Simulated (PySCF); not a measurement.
# What a mistake does to a calculation on CGeH5OSi

Calculated results; nothing here was measured. They come from PySCF 2.14.0, an open-source quantum chemistry program, on an isolated molecule that a program drew, which may never have been made. The molecule is CGeH5OSi (charge 0, doublet), drawn as the SMILES string `O[SiH][CH]=[GeH2]`.

Each row is a Hartree-Fock (HF) and frozen-core CCSD(T) single point in the cc-pV(D+d)Z basis, meant for a local HF minimum. Run 1 is clean. Each other run has one planted mistake out of seven kinds, and not every kind appears here: one electron removed, one electron added, multiplicity raised by two, geometry at a saddle point, minimal basis STO-3G, one bond length entered in bohr, all coordinates scaled. The reference is restricted for singlets and unrestricted otherwise, and also for a bond in bohr. Adding or removing an electron swaps singlet and doublet. Electrons count all cores. HOMO and LUMO are orbital energies over both spins, the gradient is its largest component, and the lowest frequency (negative if imaginary) is given only where the gradient is small. Bond lengths are over the 8 bonds as drawn. T1 is the CCSD diagnostic: over 0.02 (restricted) or 0.045 (unrestricted) a single reference is doubtful. Germanium has the cc-pVDZ-PP basis, with a core potential (ECP10MDF) in place of its 10 inner electrons, and its 3s, 3p and 3d shells are frozen in CCSD(T).

Geometry of the clean run:
```xyz
9
CGeH5OSi, angstrom
O     0.2415    0.0756   -0.2020
Si   -0.4505    1.3305   -0.9801
C     0.3493    2.7581   -1.4093
Ge   -0.5238    4.2835   -2.1803
H    -0.2660   -0.6979   -0.0079
H    -1.8747    1.0801   -1.2323
H     1.4075    2.8646   -1.1888
H    -1.9626    3.9255   -2.6048
H     0.2466    4.8462   -3.3902
```

```
run  electrons  basis functions  <S^2>  HOMO (eV)  LUMO (eV)  gradient (hartree/bohr)  lowest frequency (cm^-1)  mean bond (Å)  longest bond (Å)      T1  HF (hartree)  CCSD(T) (hartree)                          mistake
  1         65               99  0.793      -7.17       1.61                  2.2e-05                       128         1.4780             1.919  0.0185    -697.91603         -698.47398                         no fault
  2         65               99  1.910      -8.78       0.39                  8.7e-02                         -         1.5831             1.919  0.0747    -697.77953         -698.33259  one bond length entered in bohr
  3         65               99  0.818      -7.23       1.50                  1.6e-02                         -         1.5046             1.954  0.0217    -697.91315         -698.47489                                ?
  4         64               99  0.000     -14.40      -5.63                  7.3e-02                         -         1.4780             1.919  0.0216    -697.67596         -698.23154                                ?
```

**Which mistake was planted in run 3, and what did it cost?**

The mean and the longest bond both change by the same factor, 1.018, and the gradient is no longer small. So the mistake is: all coordinates scaled. Subtracting run 1 and multiplying by 627.51 kcal/mol a hartree, the energy moved by 1.8 kcal/mol in HF and -0.6 kcal/mol in CCSD(T).

**Which mistake was planted in run 4, and what did it cost?**

It counts 64 electrons, one fewer than the clean run, at the same geometry and basis. So the mistake is: one electron removed. Subtracting run 1 and multiplying by 627.51 kcal/mol a hartree, the energy moved by 150.6 kcal/mol in HF and 152.1 kcal/mol in CCSD(T).

Cautions from the logs. Run 2: T1 is over the limit, so its CCSD(T) energy is less reliable; run 4: T1 is over the limit, so its CCSD(T) energy is less reliable.
